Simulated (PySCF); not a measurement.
C6H6F3O (doublet state).
Geometry (GFN2-xTB, Å), atoms numbered from 1 in this order:
```xyz
16
C6H6F3O angstrom
C      2.8049   -0.3858   -1.1564
C      1.7629    0.4784   -0.9255
C      1.0502    0.5378    0.2146
C      0.3002    0.5600    1.2645
C     -0.9616   -0.2559    1.4532
O     -1.3807   -0.9331    0.2551
C     -2.1409   -0.2447   -0.5655
F     -3.3337    0.0986   -0.0291
F     -1.6170    0.9183   -0.9935
F     -2.4028   -0.9695   -1.6462
H      3.1120   -1.0966   -0.4109
H      3.3352   -0.3753   -2.0898
H      1.4865    1.1850   -1.7009
H      0.5333    1.1762    2.1273
H     -1.7733    0.3792    1.8258
H     -0.7828   -1.0636    2.1684
```

The hyperfine couplings belong to this conformer and change with its torsions.

Identity: `C=C/[C]=C\COC(F)(F)F` [radical].

Theory: UKS B3LYP, pcH-1 on C F H O, non-relativistic, mean-field spin-orbit, GIAO in PySCF. One conformer (not necessarily the lowest) at the GFN2-xTB geometry, without solvent, vibrations or thermal averaging. Couplings are sensitive to structure, and on GFN2-xTB geometries they can be far from those on DFT ones. No stability test was run, so a lower SCF solution isn't excluded. ⟨S²⟩ is 0.777 where a pure state has 0.75.

Question: Break the g tensor into its mass correction, gauge correction and orbital-Zeeman/spin–orbit terms.

Answer: 
```
                    Δg (ppm)     1     2     3
relativistic mass correction  -145  -145  -145
            gauge correction     6    42    32
   orbital Zeeman/spin–orbit   -15   -13   644
                       total  -155  -116   531
```

So g = 2.00216, 2.00220, 2.00285 and g_iso = 2.00241; the tensor is close to axial: the two nearest values differ by 6 % of g3 − g1. Axes: g2 points within 10° of the C2–C3 bond.

Question: What are the electron Larmor frequencies g μB B/h along the three axes at 340 mT?

Answer: 9.5277, 9.5279, 9.5310 GHz for g1, g2 and g3, a range of 3.3 MHz.

Question: What effective moment and Curie constant follow for a powder?

Answer: With the mean of g² = 4.0096 and S(S+1) = 0.75: μ_eff = √(⟨g²⟩S(S+1)) = 1.734 μB and χT = 0.12505·⟨g²⟩·S(S+1) = 0.376 cm³ K/mol (cgs; spin-Hamiltonian part alone).

Question: At 9.477 GHz, how far is the centre of the isotropic spectrum from where a free electron (g = 2.002319) resonates?

Answer: B = hν/(g μB) with μB/h = 13.99624 MHz/mT gives 338.16 mT for the free electron and 338.15 mT at g_iso, 0.01 mT lower.

Question: In a frozen sample, at which fields do the three g values resonate at 9.5, 34, 94 and 263 GHz (hyperfine left aside), and which band first spreads them over more than twice a line width of 1.0 mT?

Answer: 
```json
{"band": "X", "GHz": "9.5", "B(g3) mT": "338.89", "B(g2) mT": "339.00", "B(g1) mT": "339.01", "spread mT": "0.12"}
{"band": "Q", "GHz": "34.0", "B(g3) mT": "1212.88", "B(g2) mT": "1213.28", "B(g1) mT": "1213.30", "spread mT": "0.42"}
{"band": "W", "GHz": "94.0", "B(g3) mT": "3353.26", "B(g2) mT": "3354.35", "B(g1) mT": "3354.41", "spread mT": "1.15"}
{"band": "J", "GHz": "263.0", "B(g3) mT": "9382.01", "B(g2) mT": "9385.04", "B(g1) mT": "9385.22", "spread mT": "3.21"}
```

The spread grows in proportion to the frequency. J band is the first where it exceeds 2.0 mT.

Largest spin populations (Mulliken): C1 (+0.71), C3 (+0.62), C2 (-0.26) and C4 (-0.11). The positive populations add up to 1.43 and the negative ones to -0.43, together 2S = 1. The angles at C1 add up to 360.0°, so it is planar; its axial dipolar tensor and the negative couplings of its protons fit spin in a p orbital normal to that plane.

The HOMO–LUMO gaps are 5.39 eV among the α and 5.16 eV among the β orbitals.

On one thread, AMD EPYC 7B13 (x86_64), no GPU, shared host with 96 logical CPUs at a one-minute load of 43, this took 84 s wall (with the writing of density and orbital grids) and 0.99 GiB of memory at its peak.
